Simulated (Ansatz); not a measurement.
Program: Ansatz. Geometries: PBE0-D4/def2-TZVP. ΔE: electronic, gas phase. CCSD(T)/CBS adds triple-zeta CCSD(T) − MP2 to the extrapolated MP2 energy (def2 sets, frozen cores). This one scheme is used for every species. Functionals use def2-TZVPP. B3LYP here is the variant with VWN-RPA as its local correlation; programs differ in this. For Ge outer-core shells are correlated without core-valence functions, which leaves a few kJ/mol of doubt a bond. Scalar relativity is left out up to krypton.

Consider the formal exchange of groups at a C–Al bond: `[CH3][Al]([F])[GeH3]` + `ClCCl` → `CC(Cl)Cl` + `[F][AlH][GeH3]`.

Q: Is it downhill or uphill in electronic energy at CCSD(T)/CBS, and by how much? (Best estimate.)

A: Computed: Uphill: ΔE = +31.6 kJ/mol.

Q: What do these levels give: r2SCAN-D4, r2SCAN0-D4, ωB97M-V, B3LYP, r2SCAN0, RPA@PBE/def2-TZVPP, HF/def2-SVP, CCSD/def2-SVP, CCSD(T)/def2-SVP, CCSD/def2-TZVPP, HF/def2-QZVPP, CCSD/CBS(def2)? (Best estimate.)

A: The calculation gave: r2SCAN-D4 35.5, r2SCAN0-D4 34.8, ωB97M-V 33.5, B3LYP 37.6, r2SCAN0 35.2, RPA@PBE/def2-TZVPP 27.0, HF/def2-SVP 22.6, CCSD/def2-SVP 17.1, CCSD(T)/def2-SVP 15.6, CCSD/def2-TZVPP 31.5, HF/def2-QZVPP 29.0, CCSD/CBS(def2) 32.2 kJ/mol.

Largest T1 diagnostic among the species: 0.013.

From BLYP to BHLYP (50 % exact exchange), in def2-TZVPP and without D4, ΔE moves by −5.4 kJ/mol. The D4 term adds −3.4 kJ/mol with B3LYP and −1.6 kJ/mol with PBE0; it sums over pairs of atoms, weighted by their polarisabilities, and B3LYP, whose exchange is more repulsive, gets the larger term. At CCSD(T), def2-SVP lies −16.0 kJ/mol from the extrapolated value and def2-TZVPP −0.7 kJ/mol.
